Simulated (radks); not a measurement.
Q: Species: Pm43+. Configuration: [Ar] (the NIST ground configuration). Method: scalar-relativistic Kohn-Sham, LB94 model potential, spin-polarised, spherical densities, finite nucleus; Fermi nuclear charge, rms radius 4.962 fm; computed with a radial shooting solver on a logarithmic mesh with Libxc functionals. Some entries of the table are withheld. Estimate them.

orbital,occ.,eigenvalue (eV),<1/r> (bohr^-1)
1s,2,(1),(2)
2s,2,-9945.804,15.76
2p,6,(3),14.81
3s,2,-3792.946,6.241
3p,6,-3557.462,5.952

A: 
(1) 1s eigenvalue (eV): -47833.12
(2) 1s <1/r> (bohr^-1): 67.48
(3) 2p eigenvalue (eV): -9179.820
